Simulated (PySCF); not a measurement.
Isomers of C10H14, mass 134.110 u with the commonest isotopes. Level of theory: PBE0-D3(BJ)/def2-SVP geometry optimisation, gas phase (PySCF 2.14.0). One conformer each, none proved a minimum here; rigid rotors.

Question: Order these by rotational constant C, largest first.
A. `[CH3:1][c:2]1[cH:3][cH:4][cH:5][c:6]([CH:7]([CH3:8])[CH3:9])[cH:10]1` with C5–C6–C7–C8 117°
B. `[CH2:1]=[CH:2][C:3]1=[CH:4][C@H:5]2[CH2:6][CH2:7][C@@H:8]1[CH2:9][CH2:10]2` with C1–C2–C3–C4 -179°
C. `[CH2:1]=[C:2]1[CH:3]=[C:4]([CH2:5][CH3:6])[CH:7]=[C:8]1[CH2:9][CH3:10]` with C3–C4–C5–C6 -113°, C7–C8–C9–C10 100°

Answer: B (1050 MHz), A (747.1 MHz), C (650.6 MHz).

Question: Order these by rotational constant A, smallest first.
A. `[CH2:1]=[CH:2][C:3]1=[CH:4][C@H:5]2[CH2:6][CH2:7][C@@H:8]1[CH2:9][CH2:10]2` with C1–C2–C3–C4 -179°
B. `[CH3:1][c:2]1[cH:3][cH:4][cH:5][c:6]([CH:7]([CH3:8])[CH3:9])[cH:10]1` with C5–C6–C7–C8 117°
C. `[CH2:1]=[C:2]1[CH:3]=[C:4]([CH2:5][CH3:6])[CH:7]=[C:8]1[CH2:9][CH3:10]` with C3–C4–C5–C6 -113°, C7–C8–C9–C10 100°

Answer: B (2181 MHz), A (2406 MHz), C (2464 MHz).

Question: Order these by radius of gyration √(Σ m r²/M), largest first.
A. `[CH2:1]=[CH:2][C:3]1=[CH:4][C@H:5]2[CH2:6][CH2:7][C@@H:8]1[CH2:9][CH2:10]2` with C1–C2–C3–C4 -179°
B. `[CH3:1][c:2]1[cH:3][cH:4][cH:5][c:6]([CH:7]([CH3:8])[CH3:9])[cH:10]1` with C5–C6–C7–C8 117°
C. `[CH2:1]=[C:2]1[CH:3]=[C:4]([CH2:5][CH3:6])[CH:7]=[C:8]1[CH2:9][CH3:10]` with C3–C4–C5–C6 -113°, C7–C8–C9–C10 100°

Answer: C (2.459 Å), B (2.337 Å), A (2.082 Å).

```csv
SMILES,point group,Ia (u·Å²),Ib (u·Å²),Ic (u·Å²),κ,μa (D),μb (D),μc (D)
Cc1cccc(C(C)C)c1,–,231.68,556.98,676.42,-0.78,0.10,0.34,0.06
C=CC1=C[C@H]2CC[C@@H]1CC2,Cs,210.01,470.62,481.48,-0.96,0.56,0.07,0.00
C=C1C=C(CC)C=C1CC,C1,205.12,640.08,776.75,-0.85,0.25,0.00,0.08
```
